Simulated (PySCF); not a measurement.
# Reading the logs of faulty runs: BGe2H5O

Calculated results; nothing here was measured. The program is PySCF 2.14.0, an open-source quantum chemistry code, run on an isolated molecule that a program drew, which may never have been made. The molecule is BGe2H5O (charge 0, singlet), drawn as the SMILES string `[BH2][Ge][O][GeH3]`.

Each row is a Hartree-Fock (HF) and frozen-core CCSD(T) single point in the cc-pVDZ basis, meant for a local HF minimum. Run 1 is clean. Each other run has one planted mistake out of seven kinds, and not every kind appears here: one electron removed, one electron added, multiplicity raised by two, geometry at a saddle point, minimal basis STO-3G, one bond length entered in bohr, all coordinates scaled. The reference is restricted for singlets and unrestricted otherwise, and also for a bond in bohr. Adding or removing an electron swaps singlet and doublet. Electrons count all cores. HOMO and LUMO are orbital energies over both spins, the gradient is its largest component, and the lowest frequency (negative if imaginary) is given only where the gradient is small. Bond lengths are over the 8 bonds as drawn. T1 is the CCSD diagnostic: over 0.02 (restricted) or 0.045 (unrestricted) a single reference is doubtful. Germanium has the cc-pVDZ-PP basis, with a core potential (ECP10MDF) in place of its 10 inner electrons, and its 3s, 3p and 3d shells are frozen in CCSD(T).

Geometry of the clean run:
```xyz
9
BGe2H5O, angstrom
B    -3.7403    0.2267   -1.2347
Ge   -3.6525    2.3608   -1.5276
O    -2.4065    2.7678   -0.3097
Ge   -1.3601    2.0219    0.9096
H    -4.5296   -0.2778   -0.4773
H    -3.0680   -0.5316   -1.8860
H     0.0945    2.3049    0.5371
H    -1.6263    0.5080    0.9067
H    -1.7052    2.6182    2.2734
```

| run | electrons | basis functions | <S^2> | HOMO (eV) | LUMO (eV) | gradient (hartree/bohr) | lowest frequency (cm^-1) | mean bond (Å) | longest bond (Å) | T1 | HF (hartree) | CCSD(T) (hartree) | mistake |
|---|---|---|---|---|---|---|---|---|---|---|---|---|---|
| 1 | 82 | 99 | 0.000 | -8.18 | 1.18 | 1.7e-05 | 71 | 1.5899 | 2.156 | 0.0182 | -689.18907 | -689.69517 | no fault |
| 2 | 81 | 99 | 0.782 | -16.26 | -6.18 | 5.6e-02 | - | 1.5899 | 2.156 | 0.0268 | -688.92609 | -689.40861 | one electron removed |
| 3 | 82 | 99 | 0.845 | -8.20 | 1.12 | 9.3e-03 | - | 1.7608 | 2.905 | 0.0444 | -689.08496 | -689.58162 | one bond length entered in bohr |
| 4 | 82 | 99 | 0.000 | -8.36 | 0.82 | 3.8e-02 | - | 1.7075 | 2.315 | 0.0222 | -689.15177 | -689.67224 | all coordinates scaled |
| 5 | 82 | 99 | 2.027 | -6.84 | 0.24 | 1.6e-02 | - | 1.5899 | 2.156 | 0.0208 | -689.14440 | -689.62981 | ? |
| 6 | 83 | 99 | 0.808 | -0.41 | 6.26 | 5.2e-02 | - | 1.5899 | 2.156 | 0.0213 | -689.17369 | -689.68818 | ? |

**Which mistake was planted in run 5, and what did it cost?**

Electrons, basis and geometry are unchanged, and <S^2> is 2.027, beside S(S+1) = 2.00 for a multiplicity of 3. So the mistake is: multiplicity raised by two. Subtracting run 1 and multiplying by 627.51 kcal/mol a hartree, the energy moved by 28.0 kcal/mol in HF and 41.0 kcal/mol in CCSD(T).

**Which mistake was planted in run 6, and what did it cost?**

It counts 83 electrons, one more than the clean run, at the same geometry and basis. So the mistake is: one electron added. Subtracting run 1 and multiplying by 627.51 kcal/mol a hartree, the energy moved by 9.7 kcal/mol in HF and 4.4 kcal/mol in CCSD(T).

Cautions from the logs. Run 4: T1 is over the limit, so its CCSD(T) energy is less reliable; run 6: the added electron raises the CCSD(T) energy, so it isn't bound in this basis.
